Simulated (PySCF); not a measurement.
## Working with the constants of RbZn

CAM-B3LYP constants of RbZn, ²Σ⁺ (doublet), unpaired electrons σ ↑ (PySCF, scalar-relativistic core potentials, basis sets Rb def2-SVP with ECP28, Zn def2-SVP; masses 84.9118 and 63.9291 u):

| Item | Value |
| --- | --- |
| ωe | 21.1 cm⁻¹ |
| ωexe | 0.489 cm⁻¹ |
| Be | 0.024166 cm⁻¹ |
| αe | 0.000638 cm⁻¹ |
| De to Rb + Zn | 0.027 eV |

What force constant and bond length do these constants imply?

Reduced mass μred = 36.471 u; k = 5.8918×10⁻⁷·μred·ωe² (u, cm⁻¹, mdyn/Å) = 0.00957 mdyn/Å; Re = √(16.8576/(μred·Be)) (u, cm⁻¹, Å) = 4.373 Å.

Estimate the centrifugal constant D from the Kratzer relation and find the Dunham coefficient a1.

D = 4Be³/ωe² = 1.27e-07 cm⁻¹; a1 = −1 − αeωe/(6Be²) = -4.84.

The bond is weak. Basis-set superposition, not corrected here, can be much of De in a small basis, most of all at correlated wavefunction levels. Functionals without a dispersion term scatter widely for such bonds, and LDA overbinds them. Spin–orbit coupling is left out. The state is the lowest determinant that a PBE0 search found; another state may lie lower at other levels.
